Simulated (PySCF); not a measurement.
Computed shifts of a molecule C₂H₉ClOSi₂, PBE/pcSseg-1 in PySCF, GIAO, gas phase, atoms alike by connectivity averaged where their shifts nearly agree, in ppm (number of nuclei): ¹³C: 59.1 (1), -9.9 (1). ²⁹Si: 17.2 (1), -72.7 (1). ¹H: 6.39 (1), 4.19 (2), 4.13 (3), 0.57 (3). References: ¹³C against TMS (σ = 182.0 ppm); ¹⁷O against H2O (σ = 334.3 ppm); ²⁹Si against TMS (σ = 335.4 ppm); ³⁵Cl against HCl (σ = 936.5 ppm); ¹H against TMS (σ = 31.49 ppm), references at their B3LYP-D3(BJ)/def2-TZVP geometries, non-relativistic (without spin–orbit terms, shifts of atoms bonded to Cl or Br come out too high). The structure is a stationary point at r2SCAN-D4/def2-SVP. The values are those of a single conformer.

Q: Pick the molecule that these values belong to.
(A) O[C@@H](C[SiH3])[SiH2]Cl
(B) CO[Si@H](Cl)[SiH2]C
(C) CC[Si@@](O)([SiH3])Cl
(D) C[Si@@H](CO)[SiH2]Cl

A: B, CO[Si@H](Cl)[SiH2]C
